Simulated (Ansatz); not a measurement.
The first iterations of a band of CH5BO3 + ClH (12 atoms, charge 0, multiplicity 1).

These are results of RKS BHLYP-D4/def2-SVP (Ansatz), not measurements.

```
movable images  : 7
climbing image  : yes
spring          : 5.0 eV/Å²
optimiser       : quadratic models (default)
start path      : through a guess of the saddle point
force threshold : 0.05 eV/Å
iteration limit : 52
end points      : relaxed
```

Initial state:

```xyz
12
Properties=species:S:1:pos:R:3
B -0.820 0.732 0.146
O 0.249 -0.140 0.048
C 0.305 -1.175 -0.892
O -0.788 1.694 1.080
O -1.896 0.650 -0.667
H 1.578 0.202 1.226
Cl 2.246 0.766 2.187
H -0.540 -1.864 -0.783
H 1.223 -1.740 -0.729
H 0.323 -0.787 -1.916
H 0.001 1.700 1.620
H -1.881 -0.041 -1.320
```

Final state:

```xyz
12
Properties=species:S:1:pos:R:3
B -0.647 1.239 0.528
O 1.065 -0.498 0.051
C 0.407 -1.552 -0.596
O -1.184 0.444 1.465
O -1.179 1.258 -0.707
H 1.817 -0.214 -0.463
Cl 0.597 2.468 0.970
H -0.464 -1.804 0.010
H 1.042 -2.441 -0.681
H 0.050 -1.269 -1.593
H -0.700 0.442 2.286
H -0.805 1.928 -1.271
```

| iteration | highest image above the first end (eV) | largest band force component (eV/Å) |
| --- | --- | --- |
| 1 | 2.164 | 5.813 |
| 2 | 1.406 | 2.791 |
| 3 | 1.388 | 5.563 |
| 4 | 1.299 | 0.954 |
| 5 | 1.218 | 1.157 |
| 6 | 1.188 | 0.376 |

Problem. Does the band converge within its limit, and where does its top end?

Solution. The run converged. It ended after 19 iterations with the highest image 1.092 eV above the first end. A vibrational analysis at the climbing image gives one clearly imaginary mode, 339i cm⁻¹: a first-order saddle point. The orbitals stay closed-shell, which can raise the energy where a bond breaks towards radicals; this wasn't checked here.

Run time: 7.4 min on 2 threads of Arm Neoverse V2, on a shared host, peak memory 0.28 GiB.
